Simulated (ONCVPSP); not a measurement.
## phosphorus (P): excitation energies, all-electron against ONCV

```json
{"Element": "P", "Generator": "ONCVPSP 4.0.1", "Type": "optimised norm-conserving Vanderbilt (ONCV)", "Functional": "PBEsol", "Relativity": "scalar-relativistic", "Frozen core": "[He]", "Valence charge": "13", "Reference configuration": "2s2 2p6 3s1 3p4", "Partial waves": "2s+3s: rc 0.80 bohr, ncon 4, nbas 9, qcut 13.7 1/bohr, 2 projectors; 2p+3p: rc 0.95 bohr, ncon 4, nbas 9, qcut 17.2 1/bohr, 2 projectors; d scattering state at 0.07 Ha: rc 0.85 bohr, ncon 5, nbas 8, qcut 9.7 1/bohr, 1 projector", "Local potential": "polynomial inside 0.75 bohr (lpopt 5, dvloc0 6 Ha)", "Core correction": "Teter function, fcfact 3.75, rcfact 1.5"}
```

Energies are relative to the spin-unpolarised reference configuration 2s2 2p6 3s1 3p4; without spin polarisation the order of configurations can differ from experiment.

Problem. Give the all-electron excitation energy and the error of the potential for: 2s2 2p6 3s2 3p3; 2s2 2p6 3s2 3p2; 2s2 2p6 3s2 3p1; 2s2 2p5 3s2 3p3.

Solution.

```csv
valence configuration,charge,ΔE all-electron (eV),error AE − PS (meV)
2s2 2p6 3s2 3p3,0,-8.509,-0.3
2s2 2p6 3s2 3p2,+1,1.189,+1.1
2s2 2p6 3s2 3p1,+2,20.301,+5.3
2s2 2p5 3s2 3p3,+1,131.631,+697
```

Levels in the configuration 2s2 2p6 3s2 3p2:

```tsv
level	all-electron (eV)	pseudo (eV)
2s	-184.190	-184.139
2p	-134.972	-134.894
3s	-23.228	-23.225
3p	-14.181	-14.177
```
